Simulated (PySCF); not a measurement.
HTe, SMILES [TeH], multiplicity 2. Atoms are numbered in the order given.

```xyz
2

Te     0.0000     0.0000    -0.0313
H      0.0000     0.0000     1.6275
```
Charge 0, spin multiplicity 2.

Coordinates come from a PBE0-D3(BJ)/def2-TZVPD optimisation. The def2 effective core potentials stand for the cores of Te; spin–orbit coupling is left out.

These are PBE0-D3(BJ)/def2-TZVPD (PySCF) values and carry that method's errors.

Frequencies are harmonic and unscaled.

Task: List the normal modes with their intensities. (Estimate from the structure and the level; the computed values follow.)

Result: 
```json
[
 {"mode": "1", "ν (cm⁻¹)": "2157", "IR (km/mol)": "36.9", "moving atoms (share of kinetic energy)": "H 99 %"}
]
```
